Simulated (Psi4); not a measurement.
Relaxed torsion scan: SMILES N[SiH2][SiH2]N. Scanned: dihedral H5–N1–Si2–Si3; all other coordinates were relaxed at GFN2-xTB.

Geometry of the scan point at 60° (Å):
```
12

N      2.2399    -0.6276    -0.1962
Si     0.8225    -0.1513     0.6735
Si    -0.9255    -0.4310    -0.7868
N     -2.3355     0.0644     0.0800
H      2.4745    -0.1286    -1.0395
H      3.0848    -0.7821     0.3311
H      0.9204     1.2149     1.2436
H      0.8460    -1.0421     1.8393
H     -1.2521    -1.8064    -1.1804
H     -0.7512     0.2959    -2.0685
H     -2.3231     0.9366     0.5830
H     -3.2365    -0.0560    -0.3535
```

Method: Psi4 1.11 with DF-MP2 (frozen core)/cc-pVTZ // GFN2-xTB.

Scanned values (°): -150, -120, -90, -60, -30, 0, 30, 60, 90, 120, 150, 180.

**Question.** At which scan points does the profile have its minima and maxima, and how high do they lie?

**Answer.** Lower than their neighbours: -120° (0.8 kcal/mol), -60° (0.3 kcal/mol), 60° (0.0 kcal/mol), 180° (0.4 kcal/mol). Higher than their neighbours: -150° (0.9 kcal/mol), -90° (1.1 kcal/mol), 0° (0.9 kcal/mol), 120° (1.4 kcal/mol). The whole profile spans 1.4 kcal/mol.
